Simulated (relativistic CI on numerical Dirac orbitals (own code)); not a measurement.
# Hyperfine structure of Te XIX, mass number 125

Calculated at this level of theory: Dirac-Coulomb-Breit CI, KLI orbitals optimised for each configuration, model QED, unscaled Slater integrals (own radial code, finite nucleus).

Configuration list (outside the closed core [Ar] 3d10): 4s2.4p4, 4s.4p5, 4p6, 4s2.4p3.4d, 4s.4p4.4d, 4s2.4p3.4f, 4s.4p4.4f, 4p5.4d, 4s.4p3.4d2, 4s2.4p2.4d.4f, 4s2.4p3.5s, 4p5.4f, 4p4.4d2, 4p3.4d3, 4p3.4d2.4f, 4p3.4d2.5s. Double excitations out of closed p, d and f shells are left out; levels of such configurations are missing from the list, as are those of other unlisted configurations, and high levels can miss mixing partners.

Nuclear spin I = 1/2, μ = -0.887 μN (tables of Stone and Pyykkö). The electronic factors are computed for point nuclear moments, without core polarisation or the Bohr-Weisskopf and QED corrections.

```
           Level  E (cm⁻¹)  A (GHz)
    4s2.4p4 3P_2         0   -20.81
    4s2.4p4 3P_1     93921    6.588
    4s2.4p4 1D_2    117401   -50.09
    4s.4p5 3P°_2    459602   -115.1
    4s.4p5 3P°_1    498699     7.47
4s2.4p3.4d 5D°_1    618377   -19.23
4s2.4p3.4d 5D°_4    624530   -6.738
```

Levels with J = 0, under 50 % of one LS term, or S terms without an open s electron are left out. Small factors come from cancelling terms and can be off by tens of per cent or more.

At this charge energies of transitions that change n are usually good to better than 1 %, and those within a shell (Δn = 0) to a few per cent.

Question: Give the hyperfine levels of 4s2.4p4 3P_2 relative to its centre of gravity.

Answer: With K = F(F + 1) − I(I + 1) − J(J + 1), E = AK/2: F = 3/2: 31.22, F = 5/2: -20.81 GHz.

LS names give the leading component of a level, which can be under half, so a name can repeat, a term be missing and a line seem to break the LS rules.
